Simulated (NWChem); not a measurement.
System: C$_{2}$H$_{3}$BFNO; SMILES FB1CN=CO1

NWChem input:

```
start job
memory heap 200 mb stack 900 mb global 1100 mb
geometry units angstroms noautoz
  F      0.069749     2.062713     0.000000
  B      0.061685     0.747918     0.000000
  C      1.217588    -0.320388     0.000000
  N      0.472547    -1.581345     0.000000
  C     -0.754207    -1.277053     0.000000
  O     -1.123449     0.048461     0.000000
  H      1.887330    -0.269103     0.876170
  H      1.887330    -0.269103    -0.876170
  H     -1.586891    -1.986624     0.000000
end
basis spherical
  * library def2-tzvp
end
dft
  xc xpbe96 cpbe96
  iterations 150
  semidirect filesize 400000000
  mulliken
end
task dft energy
```

All runs use the structure optimised with PBE0/def2-SVP.

**Question.** Predict the main results of this run. (PBE/def2-TZVP.) Quantities: energy (Ha); highest occupied level (eV); orbital gap (eV); dipole (D).

**Answer.** 
```json
{
 "energy (Ha)": "-332.54",
 "highest occupied level (eV)": "-6.51",
 "orbital gap (eV)": "5.01",
 "dipole (D)": "0.15"
}
```
